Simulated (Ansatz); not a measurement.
**Abstraction of Cl: C2H5ClMg + SiHCl2 → C2H5Mg + SiHCl3**

Species: C2H5ClMg `C[CH2][Mg][Cl]`, singlet; SiHCl2 `Cl[SiH]Cl`, doublet; C2H5Mg `C[CH2][Mg]`, doublet; SiHCl3 `Cl[SiH](Cl)Cl`, singlet. A radical takes Cl: the energy is the difference in strength between the Mg–Cl bond broken and the Si–Cl bond made.

Shapes, held fixed at every level: PBE0-D4/def2-TZVP. Programs: Ansatz 0.2.0. The zero-point and thermal change to 298 K, harmonic and unscaled (PBE0-D4/def2-TZVP), is +1.1 kJ/mol.

```json
{"level": "SPW92/def2-TZVPP", "kind": "LDA", "ΔH(298 K) (kJ/mol)": "-4.6", "less CCSD(T)/def2-TZVPP": "-14.2", "CPU time (sum over the molecules)": "12 s"}
{"level": "B3LYP-D4/def2-TZVPP", "kind": "global hybrid", "ΔH(298 K) (kJ/mol)": "+10.3", "less CCSD(T)/def2-TZVPP": "+0.7", "CPU time (sum over the molecules)": "42 s"}
{"level": "r2SCAN0-D4/def2-TZVPP", "kind": "global hybrid", "ΔH(298 K) (kJ/mol)": "+14.9", "less CCSD(T)/def2-TZVPP": "+5.3", "CPU time (sum over the molecules)": "52 s"}
{"level": "wB97M-V/def2-TZVPP", "kind": "range-separated hybrid", "ΔH(298 K) (kJ/mol)": "+10.6", "less CCSD(T)/def2-TZVPP": "+1.0", "CPU time (sum over the molecules)": "1.7 min"}
{"level": "CCSD(T)/def2-SVP", "kind": "coupled cluster or CI", "ΔH(298 K) (kJ/mol)": "+26.4", "less CCSD(T)/def2-TZVPP": "+16.8", "CPU time (sum over the molecules)": "29 s"}
{"level": "CCSD/def2-TZVPP", "kind": "coupled cluster or CI", "ΔH(298 K) (kJ/mol)": "+13.0", "less CCSD(T)/def2-TZVPP": "+3.4", "CPU time (sum over the molecules)": "–"}
{"level": "CCSD(T)/def2-TZVPP", "kind": "coupled cluster or CI", "ΔH(298 K) (kJ/mol)": "+9.6", "less CCSD(T)/def2-TZVPP": "0.0", "CPU time (sum over the molecules)": "7.8 min"}
```

The highest level, CCSD(T)/def2-TZVPP, gives ΔH(298 K) = +9.6 kJ/mol; the levels span -4.6 to +26.4. They disagree on the sign: 6 of 7 are positive. The column of differences is taken from that level and isn't an error. No measured value is set beside it here. Open shells run unrestricted. Outer-core shells of Mg are correlated, in sets that cover them unevenly. Times are processor times on shared x86 and Arm servers, and rough.
